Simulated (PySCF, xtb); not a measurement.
Al(F)(I)(OH) (AlFHIO), SMILES [OH][Al]([I])[F].

GFN2-xTB (xtb 6.7.1) at its own geometry gives an orbital gap of 4.19 eV and a dipole moment of 4.24 D.

Geometry: B3LYP-D3(BJ)/def2-SVP. The def2 effective core potentials stand for the cores of I; spin–orbit coupling is left out. The values are those of a single conformer.

What does HF/def2-TZVPD in PySCF give? (Estimate from the structure and the level; the computed values follow.)

gap 11.29 eV (levels -10.60 and 0.69 eV), dipole 1.37 D.
